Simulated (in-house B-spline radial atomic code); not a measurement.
How numerical settings move a run on Co2+, [Ar] 3d7. Computed with an all-electron radial atomic-structure program (B-spline basis): scalar-relativistic (X2C) PW91, spherical fractional occupations, Fermi nucleus of rms radius 3.7875 fm.

Command:
```bash
python run_scf.py task.json out
```
Settings of the sound reference run:
```
Z                27
electrons        25
configuration    [Ar] 3d7
hamiltonian      x2c
method           pw91,pw91
spin_polarised   False
nucleus          fermi
rms_radius       3.7875
mass_number      59
atomic_mass      58.93319
speed_of_light   137.036
knot_spacing     0.22
spline_order     8
gauss_points     12
box_radius       22.22
max_iterations   70
damping          0.5
damped_steps     3
diis_vectors     10
tolerance        1e-08
start            Thomas-Fermi
```

Time taken, with all properties: 0.18 s on 1 thread of AMD EPYC 9R45 96-Core Processor, with other jobs on the host.

It converges in 10 iterations to -1392.350507 hartree, with 3d at -27.1642 eV. The other runs change the listed settings, some to values that make no sense; their results aren't properties of the atom or ion. Radii are in bohr (the nuclear one in fm), a minus after a letter asks for a j subshell, and «unchanged» means within 1e-8 hartree. The run stops when the residual is below 10 × tolerance × max(1, Z/10), or a noise floor if that is larger, and the energy moves by less than 1e-8 × √|E| hartree; so very loose and very tight tolerances often act alike.

```tsv
changed settings	outcome
box_radius = 11.11	converged in 10 iterations, energy -2.12e-07 hartree from the reference, 3d level +3.1e-05 eV
box_radius = 3.33	converged in 9 iterations, energy +6.82e-02 hartree from the reference, 3d level +1.9e+00 eV (the program warns: 3d reaches the box edge; 3s reaches the box edge)
max_iterations = 8	not converged after 8 iterations, last residual 3.0e-05, last energy +2.76e-08 hartree from the reference
electrons = 29, configuration = [Ar] 3d11, max_iterations = 60	stopped with error: shell 3d holds at most 10 electrons
knot_spacing = 1.4, first_knot = 0.0111, max_iterations = 5, damped_steps = 30	not converged after 5 iterations, last residual 1.2e-02, last energy +1.41e+01 hartree from the reference
box_radius = 88.88	converged in 10 iterations, energy +2.27e-07 hartree from the reference, 3d level -3.6e-06 eV
knot_spacing = 0.1	converged in 10 iterations, energy -1.40e-06 hartree from the reference, 3d level +3.9e-05 eV
knot_spacing = 0.75	converged in 10 iterations, energy +1.13e+00 hartree from the reference, 3d level -1.6e-01 eV (the program warns: 3s reaches the box edge)
max_iterations = 12	converged in 10 iterations, energy unchanged
max_iterations = 2	not converged after 2 iterations, last residual 6.7e-01, last energy +9.88e+00 hartree from the reference
knot_spacing = 0.55	converged in 10 iterations, energy +3.06e-02 hartree from the reference, 3d level -1.4e-03 eV
gauss_points = 5, max_iterations = 50, tolerance = 1e-06	converged in 9 iterations, energy +1.14e-07 hartree from the reference, 3d level +6.9e-05 eV
box_radius = 1.33	converged in 8 iterations, energy +1.64e+01 hartree from the reference, 3d level +9.1e+01 eV (the program warns: 3d has a positive eigenvalue: unbound, held by the box; 2s reaches the box edge)
max_iterations = 3	not converged after 3 iterations, last residual 7.6e-02, last energy +2.59e-01 hartree from the reference
box_radius = 0.89	converged in 7 iterations, energy +9.37e+01 hartree from the reference, 3d level +3.0e+02 eV (the program warns: 3d has a positive eigenvalue: unbound, held by the box; 3s has a positive eigenvalue: unbound, held by the box)
max_iterations = 5	not converged after 5 iterations, last residual 1.8e-02, last energy +8.12e-03 hartree from the reference
knot_spacing = 1.4	converged in 10 iterations, energy +5.80e+01 hartree from the reference, 3d level -2.4e+00 eV (the program warns: 3d reaches the box edge; 1s reaches the box edge)
box_radius = 4.44	converged in 10 iterations, energy +5.45e-03 hartree from the reference, 3d level +2.5e-01 eV (the program warns: 3d reaches the box edge; 3p reaches the box edge)
knot_spacing = 0.4	converged in 10 iterations, energy +2.33e-04 hartree from the reference, 3d level +5.8e-05 eV
knot_spacing = 1	converged in 10 iterations, energy +1.07e+01 hartree from the reference, 3d level -1.9e-01 eV (the program warns: 2s reaches the box edge; 2p reaches the box edge)
```

(1) What happens with knot_spacing = 0.3?

(2) What happens with box_radius = 2.22?

(3) What happens with spline_order = 10, box_radius = 2.22, max_iterations = 2, damping = 0.95?

(4) What happens with box_radius = 6.67?

Results:

(1) Converged in 10 iterations, energy +1.44e-05 hartree from the reference, 3d level -1.2e-04 eV.

(2) Converged in 9 iterations, energy +1.00e+00 hartree from the reference, 3d level +1.3e+01 eV (the program warns: 3d reaches the box edge; 3s reaches the box edge).

(3) Not converged after 2 iterations, last residual 2.0e-01, last energy +2.23e+00 hartree from the reference.

(4) Converged in 10 iterations, energy +2.58e-05 hartree from the reference, 3d level +2.4e-03 eV (the program warns: 3d reaches the box edge).
